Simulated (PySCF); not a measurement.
**Working out the ionisation energy of Ne⁺**

Ne⁺ [He] 2s2 2p5 (2P) → Ne²⁺ [He] 2s2 2p4 (3P). Calculation: PySCF 2.14, in cc-pVDZ-DK (3s2p1d, 14 functions); the spin-free X2C one-electron Hamiltonian (Gaussian nucleus). Frozen: 1s2. Energies in hartree (1 hartree = 27.21139 eV):

```
            part  Ne⁺ (lower)  Ne²⁺ (upper)
             UHF  -127.903198   -126.455444
CCSD correlation    -0.144239     -0.106252
             (T)    -0.001024     -0.000641
```

Task: What does Hartree-Fock give?

Result: (-126.455444) − (-127.903198) = 1.447754 hartree = 39.395 eV.

Task: What do CCSD and CCSD(T) give?

Result: The CCSD correlation energies differ by 0.037987 hartree = 1.034 eV and the triples by 0.000383 hartree = 0.010 eV, so CCSD gives 40.429 eV and CCSD(T) 40.439 eV.

Reference: 40.963 eV (measured; NIST Atomic Spectra Database, ionization energies), between the lowest levels; spin-orbit coupling is absent from the calculation.

A double-zeta basis recovers only part of the correlation energy.

What remains against the reference includes basis incompleteness, the frozen core and higher excitations.
